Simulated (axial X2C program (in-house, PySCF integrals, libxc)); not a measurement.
The numbers below are computed, except where a source is named.
**AsH⁺: input and output**

Program: an axial X2C code built on PySCF integrals.

Input:
```json
{
 "zs": [
  33,
  1
 ],
 "q": 1,
 "bas": [
  "dyall-cv3z",
  "dyall-v3z"
 ],
 "levels": [
  "PBE0",
  "HF",
  "r2SCAN"
 ],
 "cc": true,
 "r0": 1.53,
 "thr": -2.0,
 "nmax": 90,
 "npts": 10,
 "nst": 2,
 "ntry": 6
}
```
```bash
python so2c.py task.json out
```

Keys: zs atomic numbers; q charge; bas basis sets; levels methods; cc coupled cluster on or off; r0 starting distance in Å; thr threshold in hartree for freezing inner shells (an s shell follows its p shell); nmax most natural virtual spinors; npts points on the curve; nst determinants followed; ntry starts of the search. HF also brings MP2.

Output of the r2SCAN step, 2c, at R = 1.534 Å for the state Ω = 1/2. It starts from PBE0 orbitals of this distance.

```
two-component X2C + atomic mean field  r2SCAN
basis functions 120  fitting functions 684  grid points 5075
iter        total energy     max residual
   1      -2260.266258657     6.72e-02
   2      -2260.267476320     2.25e-03
   3      -2260.267471149     2.94e-03
   4      -2260.267499209     1.48e-04
   5      -2260.267499320     6.07e-05
   6      -2260.267499366     1.85e-05
   7      -2260.267499373     3.35e-06
   8      -2260.267499373     1.43e-06
converged
one-electron -3155.83084438  Coulomb 969.37714678  exact exchange 0.00000000  xc functional -84.39277051  nuclear repulsion 11.38386438  atomic mean-field constant -0.80489564
```
Energies are in hartree; totals compare only within one Hamiltonian and basis.
